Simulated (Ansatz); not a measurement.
A structure relaxed at PBE-D4/def2-SVPD in Ansatz, charge -1, doublet:

```xyz
7

Os    0.345    0.790   -1.030
B     0.996   -0.815    0.544
B     0.173   -1.401   -0.691
B     0.461    0.525    1.240
B    -0.773   -0.441    0.513
B    -0.035    1.918    0.502
B    -1.166   -0.575   -1.078
```

(1) Give its formula.

(2) Summarise the bond lengths by kind (pairs closer than 1.2 times the sum of covalent radii, bridged metal pairs left out).

Answers

(1) B6Os⁻.

(2) 8 × B–B 1.60 to 1.81 Å; 6 × B–Os 1.94 to 2.34 Å. The metal has 6 neighbours: B 2.34 Å, B 2.22 Å, B 2.29 Å, B 2.27 Å, B 1.94 Å, B 2.04 Å.

In the def2 sets Os takes a core potential; there is no spin–orbit coupling. Another isomer (doublet) lies 0.45 eV lower at PBE0-D4/def2-TZVPD; other spin states weren't run for this one.
